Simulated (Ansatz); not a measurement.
C4H4, SMILES C=C=C=C.

Geometry: B3LYP-D3(BJ)/def2-SVP.

Two levels are set side by side: PBE/def2-SVPD (Ansatz, an electronic-structure program) and CAM-B3LYP/def2-SVPD (Ansatz). Energy differences of separate SCF runs at the same geometry; the states with an electron removed or added have multiplicity 2 and 2. Differences are taken from unrounded values.

```
quantity                            PBE
---------------------------------  ----
vertical ionisation energy (eV)    9.22
vertical singlet–triplet gap (eV)  2.79
```

Q: These are the PBE values. What does CAM-B3LYP give? (An estimate is asked for; the answer gives what the named calculation found.)

A: 
```
quantity                           CAM-B3LYP  PBE minus CAM-B3LYP
---------------------------------  ---------  -------------------
vertical ionisation energy (eV)         9.22                 0.00
vertical singlet–triplet gap (eV)       2.72                 0.07
```
